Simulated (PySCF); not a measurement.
# Assigning NMR signals

Molfile (atoms numbered from 1):
```
C7H6ClFO2
     RDKit          3D

 17 17  0  0  0  0  0  0  0  0999 V2000
    2.8234   -0.5498   -0.0238 C   0  0  0  0  0  0  0  0  0  0  0  0
    1.3687   -0.2649   -0.0129 C   0  0  0  0  0  0  0  0  0  0  0  0
    0.9315    0.9975   -0.0496 O   0  0  0  0  0  0  0  0  0  0  0  0
   -0.4262    0.9774   -0.0288 C   0  0  0  0  0  0  0  0  0  0  0  0
   -1.1938    2.1894   -0.0592 C   0  0  0  0  0  0  0  0  0  0  0  0
   -2.3831    2.2919   -0.0446 O   0  0  0  0  0  0  0  0  0  0  0  0
   -0.1657    3.6294   -0.1256 Cl  0  0  0  0  0  0  0  0  0  0  0  0
   -0.8925   -0.3303    0.0246 C   0  0  0  0  0  0  0  0  0  0  0  0
   -2.2960   -0.8015    0.0624 C   0  0  0  0  0  0  0  0  0  0  0  0
    0.2825   -1.1079    0.0335 C   0  0  0  0  0  0  0  0  0  0  0  0
    0.3395   -2.4438    0.0788 F   0  0  0  0  0  0  0  0  0  0  0  0
    3.3043   -0.0853    0.8362 H   0  0  0  0  0  0  0  0  0  0  0  0
    3.2799   -0.1388   -0.9232 H   0  0  0  0  0  0  0  0  0  0  0  0
    2.9848   -1.6235    0.0068 H   0  0  0  0  0  0  0  0  0  0  0  0
   -2.3266   -1.8871    0.0983 H   0  0  0  0  0  0  0  0  0  0  0  0
   -2.8047   -0.3921    0.9335 H   0  0  0  0  0  0  0  0  0  0  0  0
   -2.8332   -0.4487   -0.8163 H   0  0  0  0  0  0  0  0  0  0  0  0
  1  2  1  0
  2  3  1  0
  3  4  1  0
  4  5  1  0
  5  6  2  0
  5  7  1  0
  4  8  2  0
  8  9  1  0
  8 10  1  0
 10 11  1  0
 10  2  2  0
  1 12  1  0
  1 13  1  0
  1 14  1  0
  9 15  1  0
  9 16  1  0
  9 17  1  0
M  END
```

Rapidly exchanging positions averaged, relativity neglected, one computed conformer, isolated molecule. Coordinates at the GFN2-xTB level; shielding tensors at PBE0/pcSseg-1 (GIAO); PySCF.

δ = σ(ref) − σ, references computed at the same level: ¹³C (σ = 186.93 ppm), ¹H (σ = 31.72 ppm) against TMS.

Problem. Assign these signals to the numbered atoms. ¹³C{¹H} NMR (computed): δ 163.5 (C), 160.5 (C), 150.9 (C), 142.6 (C), 135.6 (C), 13.1 (CH3), 10.6 (CH3).

Solution. 
| δ (ppm) | atoms | environment | reason |
| --- | --- | --- | --- |
| 163.5 | C5 | carbonyl carbon | – |
| 160.5 | C10 | aromatic carbon bearing fluorine | σ withdrawal by the attached heteroatom moves it downfield of the ring CH carbons |
| 150.9 | C2 | substituted aromatic carbon next to the ring oxygen | – |
| 142.6 | C4 | substituted aromatic carbon next to the ring oxygen | – |
| 135.6 | C8 | substituted aromatic carbon | – |
| 13.1 | C1 | methyl carbon on an aromatic ring | aliphatic region, no heteroatom directly attached |
| 10.6 | C9 | methyl carbon on an aromatic ring | – |

Problem. Assign these signals to the numbered atoms. ¹H NMR (600 MHz, computed): δ 2.55 (s, 3H), 2.51 (s, 3H).

Solution. 
| δ (ppm) | atoms | environment | reason |
| --- | --- | --- | --- |
| 2.55 | H12/H13/H14 | hydrogen on a methyl carbon on an aromatic ring | benzylic-type position, deshielded by the ring |
| 2.51 | H15/H16/H17 | hydrogen on a methyl carbon on an aromatic ring | – |

H12/H13/H14 and H15/H16/H17 lie closer than the usual error of such a calculation, so a measured spectrum could show them in the other order.

Carbons that carry Cl, above all several Cl atoms, come out too deshielded, partly because spin–orbit coupling is missing. Splittings by ¹⁹F in the carbon and heteronuclear signals aren't shown, as no couplings were computed. Shifts are as computed. Against solution values, carbons near 30 ppm lie about +3 ppm off and those near 130 ppm about +5 ppm; carbons on Cl a further +6 ppm. Of 1211 compounds with measured shifts, 218 miss one by over three times the rms of a fit or turn the order of signals round; such compounds aren't used in these exercises. No couplings were computed; multiplicities are counted from neighbouring protons, with m where these are inequivalent, close in shift, in a saturated or five-membered ring or joined by F or P, and br s for small geminal =CH2 splittings.
